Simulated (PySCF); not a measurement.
```xyz
7
charge 0 multiplicity 1, angstrom
Pt    0.0000    0.0000    0.0000
H     0.0000    0.0000    1.6239
H     0.0000    1.1547    1.1744
H     0.0000   -1.1547    1.1744
H     0.0000    0.0000   -1.6239
H     0.0000    1.1547   -1.1744
H     0.0000   -1.1547   -1.1744
```

Computed with PBE0 in PySCF with Pt def2-TZVP with ECP60, H def2-TZVP; scalar-relativistic core potentials, no spin–orbit coupling; density-fitted integrals.

This geometry of PtH₆ is a stationary point at this level.

Problem. What is the point group?

Solution. D2h.

Problem. Is it a minimum?

Solution. No: it has 2 imaginary modes, at 1127i cm⁻¹ (b2u), 840i cm⁻¹ (b3g).

Problem. Which band is strongest in the infrared?

Solution. 714 cm⁻¹ (b2u), 172 km/mol.

Problem. What are the dipole moment and the gap between the highest occupied and lowest empty levels?

Solution. 0.00 D and 7.30 eV.

Stability towards spin polarisation was not tested. This need not be the most stable arrangement of these atoms. At this level a singlet minimum of D2h symmetry lies 22 kJ/mol below this structure. With an element this heavy the missing spin–orbit coupling can shift these numbers.
